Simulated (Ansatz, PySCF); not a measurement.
Species: C$_{3}$HO, net charge 0, doublet state. It need not be the lowest isomer of its formula. SMILES: [CH]=C=C=O
Coordinates optimised at B3LYP-D3(BJ)/def2-TZVP (Ansatz, a first-principles code):
```
C
C 1 1.2611
C 1 1.2980 2 166.31
O 3 1.1677 1 173.94 2 180.00
H 2 1.0769 1 139.98 3 -180.00
```
Charge 0, spin multiplicity 2.

Property: atomisation energy (electronic, to ground-state atoms), in kcal/mol. Valence correlation only, unless marked. UHF or UKS for open shells. Spin-orbit coupling is left out. Non-relativistic. The coupled-cluster limit lacks core correlation, which all-electron functionals hold. CBS marks a two-point X^-3 extrapolation of the correlation energy; Hartree-Fock from the larger set. [CCSD(T)-MP2]/basis is that difference in the basis named. The program attaches cautions to a run behind SCS-MP2/STO-3G: large difference.

```tsv
level	program	atomisation energy (kcal/mol)	minus last row
BLYP-D3(BJ)/def2-TZVPD	Ansatz + dftd3	586.6	25.5
BLYP-D4/def2-TZVPD	Ansatz + dftd4	586.7	25.6
BLYP/def2-TZVPD	Ansatz	583.0	21.9
BP86-D3(BJ)/def2-TZVPD	PySCF + dftd3	606.0	44.9
r2SCANh-D4/def2-TZVPD	Ansatz + dftd4	570.0	8.9
PW6B95-D4/def2-TZVPD	PySCF + dftd4	575.6	14.5
M06-2X/def2-TZVPD	PySCF	568.0	6.9
HSE06-D4/def2-TZVPD	Ansatz + dftd4	580.6	19.5
CAM-B3LYP-D3(BJ)/def2-TZVPD	Ansatz + dftd3	569.7	8.6
LC-wPBE-D3(BJ)/def2-TZVPD	Ansatz + dftd3	570.2	9.1
MP2/6-31G*	Ansatz	529.8	-31.3
SCS-MP2/STO-3G	Ansatz	459.4	-101.7
RI-MP2/CBS(aug-cc-pVTZ,aug-cc-pVQZ)+[CCSD(T)-MP2]/aug-cc-pVDZ	Ansatz	557.7	-3.4
RI-MP2/CBS(cc-pVTZ,cc-pVQZ)+[CCSD(T)-MP2]/cc-pVDZ	Ansatz	560.8	-0.3
RI-MP2/CBS(cc-pVTZ,cc-pVQZ)+[CCSD(T)-MP2]/cc-pVTZ	Ansatz	561.1	0.0
```

The UHF reference is spin-contaminated (<S^2> 0.37 over the pure value in the largest basis). The T1 diagnostic of CCSD in the largest basis is 0.049, which is high, so the coupled-cluster rows are less sure than usual.
